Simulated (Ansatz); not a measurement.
Energy profile

The step: SiH₃Br ([SiH3][Br]) + HCl → SiH₃Cl ([SiH3][Cl]) + HBr; bonds formed: Si1–Cl7, Br2–H6; bonds broken: Si1–Br2, H6–Cl7 (atoms numbered as in the saddle structure below).

Si1  (-0.703, -0.120, -0.081)
Br2  (1.602, -1.344, 0.114)
H3  (-1.059, -1.298, -0.905)
H4  (-0.989, -0.262, 1.357)
H5  (-1.531, 0.962, -0.671)
H6  (1.723, 0.404, 0.162)
Cl7  (0.958, 1.658, 0.025)
(Å)

Electronic energies by CCSD(T) at an estimated basis limit (MP2 extrapolated from triple and quadruple zeta, plus CCSD(T) − MP2 in triple zeta), on PBE0-D4/def2-TZVP structures; SiH₄BrCl, closed shell; no counterpoise correction. Program: Ansatz 0.2.0. Basis: def2-TZVPP and def2-QZVPP. Cores are frozen in the correlated methods. Filled d shells of the heavier atoms are correlated. The def2 sets are not built for correlating such inner shells, so the correlated values are less sure here. Extrapolation: Hartree–Fock as exp(−7.88 √X), correlation as X^−2.97.

**Question.** Give the profile in kcal/mol, counted from the separated reactants. (An estimate is asked for; the value comes from the calculation.)

**Answer.** Computed:
```json
{"point": "separated: SiH₃Br (linked as [SiH3][Br]; Si1, Br2, H3, H4, H5; singlet) + HCl (H6, Cl7; singlet)", "kcal/mol": "0.00"}
{"point": "start structure", "kcal/mol": "-2.73"}
{"point": "saddle", "kcal/mol": "35.72"}
{"point": "end structure", "kcal/mol": "-2.61"}
{"point": "separated: SiH₃Cl (linked as [SiH3][Cl]; Si1, H3, H4, H5, Cl7; singlet) + HBr (Br2, H6; singlet)", "kcal/mol": "-0.11"}
```

T1 diagnostic: at most 0.010.

For scale, one of the runs: CCSD(T)/def2-TZVPP, 188 basis functions, launched by `ansatz run in.yaml --threads 4 --pin off --events-out ev --progress --plain --max-ram 9574MiB`. The run took 46 s on 4 CPU threads of an Arm Neoverse V1 (shared host), with 1.9 GiB of host memory at its peak.
